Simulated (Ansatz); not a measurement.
def2 core potentials replace the inner electrons of Te.

B3LYP has the VWN-RPA correlation part, as in Gaussian. 

Cartesian coordinates (Å):
```xyz
17

O      2.8287     1.0765    -0.7911
Te     3.0016    -0.9339    -0.8227
C      1.4818    -1.2303     0.7577
C      0.2151    -0.5277     0.4043
C      0.0790     0.8500     0.6526
C     -1.0862     1.5270     0.2846
C     -2.1340     0.8413    -0.3358
C     -2.0081    -0.5289    -0.5881
C     -0.8429    -1.2046    -0.2254
H      2.0558     1.2886    -1.3372
H      1.3623    -2.3208     0.8346
H      1.9379    -0.8474     1.6789
H      0.9017     1.3894     1.1257
H     -1.1770     2.5971     0.4872
H     -3.0462     1.3709    -0.6203
H     -2.8233    -1.0737    -1.0705
H     -0.7463    -2.2736    -0.4343
```
Charge 0, multiplicity 1.

**Question.** What hole reorganisation energy (four-point), LUMO, HOMO, vertical ionisation energy (Delta-SCF), total energy, dipole moment, HOMO–LUMO gap and adiabatic ionisation energy (no zero-point term) does B3LYP-D3(BJ)/def2-TZVP // B3LYP-D3(BJ)/def2-SVP (Ansatz, a first-principles code) give?

**Answer.** 
```json
{
  "hole reorganisation energy (four-point)": "0.666 eV",
  "LUMO": "-1.92 eV",
  "HOMO": "-5.82 eV",
  "vertical ionisation energy (Delta-SCF)": "7.86 eV",
  "total_energy": "-615.0617 Ha",
  "dipole_moment": "2.00 D",
  "HOMO–LUMO gap": "3.90 eV",
  "adiabatic ionisation energy (no zero-point term)": "7.52 eV"
}
```
